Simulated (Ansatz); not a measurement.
Molecule: CH6NSi (charge 0, doublet). It need not be the lowest isomer of its formula. SMILES: [CH2]N[SiH3]
Structure (B3LYP-D3(BJ)/def2-TZVP (Ansatz, a quantum-chemistry and plane-wave program) minimum search):
```xyz
9

C     -1.4140     0.9755    -0.2809
N     -0.5255    -0.0542    -0.5470
Si     0.8987    -0.4193     0.3739
H     -2.3020     1.0699    -0.8850
H     -1.3572     1.4624     0.6805
H     -0.6700    -0.5302    -1.4231
H      1.8928     0.6827     0.3429
H      0.5354    -0.6512     1.7922
H      1.4816    -1.6379    -0.2282
```
Charge 0, spin multiplicity 2.

Property: atomisation energy (electronic, to ground-state atoms); the coupled-cluster value holds the core correlation from cc-pwCVTZ, in kcal/mol. Valence correlation only, unless marked. Open shells are spin-unrestricted. No spin-orbit coupling. No relativistic terms. Basis-set limits of correlation are two-point, X^-3; Hartree-Fock from the larger set.

Level to compare with: CCSD(T)/CBS(aug-cc-pV(T+d)Z,aug-cc-pV(Q+d)Z) plus the core term (Ansatz), 705.3 kcal/mol. It is a level with limits of its own, and the differences hold the functionals' basis error too.

### Question
Rank these functionals by how close they come to CCSD(T)/CBS(aug-cc-pV(T+d)Z,aug-cc-pV(Q+d)Z), closest first: HSE06/def2-TZVPD (Ansatz); r2SCAN/def2-TZVPD (Ansatz); CAM-B3LYP/def2-TZVPD (Ansatz).

### Answer
r2SCAN/def2-TZVPD (meta-GGA, 703.5 kcal/mol, difference -1.8), CAM-B3LYP/def2-TZVPD (range-separated hybrid, 709.0 kcal/mol, difference 3.7), HSE06/def2-TZVPD (screened hybrid, 700.4 kcal/mol, difference -4.9)
